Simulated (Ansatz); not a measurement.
The same atomization along the group B, Al, Ga.

Program: Ansatz. Geometries: PBE0-D4/def2-TZVP. ΔE: electronic, gas phase. CCSD(T)/CBS adds triple-zeta CCSD(T) − MP2 to the extrapolated MP2 energy (def2 sets, frozen cores). This one scheme is used for every species, atoms too. Functionals use def2-TZVPP. No spin–orbit coupling; open shells (•) take unrestricted orbitals. Spin–orbit coupling would lower the free atoms: a little for Al, B, C; clearly for Ga, Se. For Ga, Se outer-core shells are correlated without core-valence functions, so the limit isn't a true one: a few kJ/mol of doubt a bond, and 10 to 20 or more in all where bonds break to atoms. Scalar relativity is left out up to krypton. One conformer a species, not always the lowest.

| reaction | revPBE-D4 (eV) | HF/CBS(def2) (eV) | CCSD/CBS(def2) (eV) |
| --- | --- | --- | --- |
| `C[B][SeH]`• → B• + C• + 4 H• + Se• | 24.10 | 18.10 | 23.61 |
| `[CH3][Al][SeH]`• → Al• + C• + 4 H• + Se• | 22.15 | 16.66 | 22.05 |
| `[CH3][Ga][SeH]`• → Ga• + C• + 4 H• + Se• | 21.40 | 15.89 | 21.35 |

(1) Give the CCSD(T)/CBS values in the same order. (Best estimate.)

Largest T1 diagnostic: 0.018, for Al•.

Answers

(1) The calculation gave: 23.95, 22.36, 21.66 eV.

For atomizations the MP2-based limit and the directly extrapolated one differ by several kJ/mol either way, and by 10 to 25 for some Ge, Se and Sn compounds, so smaller differences from it don't rank the levels.
